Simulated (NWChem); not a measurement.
Molecule: CH4MgO; SMILES [MgH][O]C

```xyz
7

Mg     0.0000     0.0000    -1.4050
H      0.0000     0.0000    -3.1034
O      0.0000     0.0000     0.3656
C      0.0000     0.0000     1.7503
H      0.6248    -0.8114     2.1601
H      0.3903     0.9468     2.1601
H     -1.0151    -0.1354     2.1601
```
Atoms are numbered in this order, from 1.

Results from NWChem. Coordinates come from a B3LYP/6-31G* (spherical d) optimisation. GIAO values for the isolated, static molecule; σ is the absolute isotropic shielding, δ = σ(reference) − σ with the isolated reference molecule computed at the same levels (13C: tetramethylsilane, 1H: tetramethylsilane, 17O: water).

### Question
What does the run give for LDA (Slater exchange, VWN5)/pcSseg-1? Quantities: σ Mg1 (ppm); δ H2 (ppm); δ O3 (ppm); δ C4 (ppm); δ H5 (ppm).

### Answer
- σ Mg1 (ppm) = 502.0
- δ H2 (ppm) = 4.78
- δ O3 (ppm) = -9.3
- δ C4 (ppm) = 59.9
- δ H5 (ppm) = 4.33
